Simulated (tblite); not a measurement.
C6H15P.
Structure used (GFN2-xTB), in Å, numbered top down from 1:
```
atom  x, y, z in Å
C1     3.2166    0.5517   -0.2229
P2     1.4975    1.1752   -0.5168
C3     0.5958   -0.3252    0.1257
C4    -0.9298   -0.2463   -0.0025
C5    -1.3180   -0.2118   -1.4802
C6    -1.4469    1.0141    0.6898
C7    -1.5433   -1.4836    0.6600
H8     3.4661   -0.1782   -0.9919
H9     3.9098    1.3866   -0.3029
H10    3.3132    0.0903    0.7586
H11    1.4388    1.9082    0.6771
H12    0.8810   -0.4894    1.1695
H13    0.9626   -1.1765   -0.4585
H14   -2.3953   -0.1111   -1.5904
H15   -1.0054   -1.1259   -1.9807
H16   -0.8366    0.6322   -1.9713
H17   -1.1359    1.0354    1.7327
H18   -1.0543    1.8993    0.1911
H19   -2.5335    1.0516    0.6529
H20   -1.1769   -2.3925    0.1872
H21   -1.2889   -1.5200    1.7174
H22   -2.6270   -1.4648    0.5698
```

Calculated harmonic vibrations of the isolated species, GFN2-xTB (tblite), most abundant isotopes, no scaling. Errors from tens to a few hundred cm⁻¹ against measured bands are possible. Modes of hydrogen on phosphorus can be 10 to 20 % off. One conformer, not necessarily the lowest.

Harmonic wavenumbers (cm⁻¹): 58.2, 92.4, 151.7, 185.9, 200.6, 237.2, 243.1, 267.6, 304.5, 323.2, 405.6, 415.0, 465.7, 710.0, 733.1, 755.0, 756.7, 812.6, 882.7, 923.8, 959.1, 964.3, 966.8, 969.8, 995.7, 1035.1, 1037.8, 1114.1, 1193.6, 1268.6, 1278.3, 1288.1, 1321.3, 1402.5, 1405.8, 1425.3, 1442.5, 1450.4, 1459.2, 1487.7, 1489.3, 1493.9, 1504.2, 1507.6, 1511.0, 2242.3, 2920.7, 2932.3, 2993.0, 3004.6, 3010.7, 3018.5, 3019.4, 3021.4, 3024.9, 3026.0, 3027.6, 3032.6, 3033.7, 3037.9.

A = 3725, B = 1151, C = 1110 MHz; mass 118.091 u (most abundant isotopes); point group C1, symmetry number 1.

**Question.** Zero-point energy?

**Answer.** ½Σν̃ = 42621 cm⁻¹ = 509.86 kJ/mol.

**Question.** Entropy at 350 K, 1 bar (ideal gas, RRHO, classical rotation)?

**Answer.** Translation 171.70, rotation 121.68, vibration 141.51: S = 434.9 J/(mol K).

**Question.** And Cp and H(350 K) − H(0)?

**Answer.** Cp = 190.11 J/(mol K), of which vibrations give 156.85 (their classical limit is 60 R = 498.9); H(350 K) − H(0) = 38.78 kJ/mol without the zero-point energy, 27.14 from vibrations.

**Question.** How do the functions run with temperature in this model?

**Answer.** 
| T (K) | S (J/(mol K)) | Cp (J/(mol K)) | H − H(0) (kJ/mol) | G − H(0) (kJ/mol) | ln q(vib) |
| --- | --- | --- | --- | --- | --- |
| 100 | 280.4 | 78.4 | 5.17 | -22.87 | 1.24 |
| 200 | 349.2 | 123.3 | 15.35 | -54.50 | 3.72 |
| 300 | 407.4 | 167.3 | 29.84 | -92.37 | 6.36 |
| 500 | 513.6 | 252.7 | 72.14 | -184.63 | 11.70 |
| 800 | 653.3 | 342.1 | 162.42 | -360.26 | 19.57 |
| 1000 | 734.3 | 382.9 | 235.12 | -499.17 | 24.55 |

q(vib) and H(0) count from the zero-point level.

**Question.** What must be added to the electronic energy to get the Gibbs energy at 350 K and 1 bar?

**Answer.** ZPE + [H(350 K) − H(0)] − T·S = 509.86 + 38.78 − 152.21 = 396.43 kJ/mol.

**Question.** Which modes carry the vibrational entropy at 350 K?

**Answer.** 58.2 cm⁻¹: 20.23; 92.4 cm⁻¹: 16.41; 151.7 cm⁻¹: 12.37; 185.9 cm⁻¹: 10.75; 200.6 cm⁻¹: 10.15; 237.2 cm⁻¹: 8.85 J/(mol K); the other 54 give 62.75 together.

**Question.** Blend soft modes into free rotors: weight 1/[1 + (100 cm⁻¹/ν̃)⁴] for the oscillator and the rest for a rotor with moment μB/(μ + B), μ = h/(8π²ν), B = 10⁻⁴⁴ kg m². What vibrational entropy results?

**Answer.** 134.44 J/(mol K) in place of 141.51, which changes −T·S at 350 K by +2.47 kJ/mol.

Hindered rotation and anharmonicity are outside this model. Other conformers, if any are populated, would add a mixing term that is left out. The structure is chiral; the term R ln 2 for an equal mix with its mirror image is left out.

The run took 0.71 s of wall time on one thread, Arm Neoverse V2 (aarch64), no GPU (shared host). The figure is for the frequency step alone.
